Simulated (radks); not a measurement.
Excited configurations of B IV: one electron is placed in a higher orbital outside 1s1. The ground configuration is [He]. Method: non-relativistic Kohn-Sham, LDA (Slater exchange, Perdew-Wang correlation), spin-polarised, spherical densities, point nucleus; open shells are filled with parallel spins first; computed with a radial shooting solver on a logarithmic mesh with Libxc functionals. Excitation = E - E(ground); binding = E(ion) - E, where the ion is the core of charge +4; n* = 4/sqrt(2 binding) in atomic units, and the quantum defect is n - n*.

| outer orbital | excitation (eV) | binding (eV) | n* | eigenvalue (eV) |
|---|---|---|---|---|
| 3p | 231.03 | 25.378 | 2.929 | -22.468 |
| 3d | 232.24 | 24.159 | 3.002 | -20.878 |
| 4s | 241.71 | 14.690 | 3.850 | -13.232 |
| 5f | 247.53 | 8.878 | 4.952 | -7.860 |
| 6s | 249.91 | 6.493 | 5.790 | -5.889 |
| 6p | 250.01 | 6.392 | 5.836 | -5.785 |
| 6d | 250.14 | 6.262 | 5.896 | -5.647 |
| 6f | 250.18 | 6.222 | 5.915 | -5.571 |
| 7p | 251.70 | 4.705 | 6.802 | -4.273 |
| 7f | 251.80 | 4.601 | 6.878 | -4.148 |

The Delta-SCF ionisation energy is 256.40 eV (NIST Atomic Spectra Database: 259.37 eV, theoretical). Self-interaction in the functional shifts the binding energies and quantum defects, so they are the method's values and not measured ones.
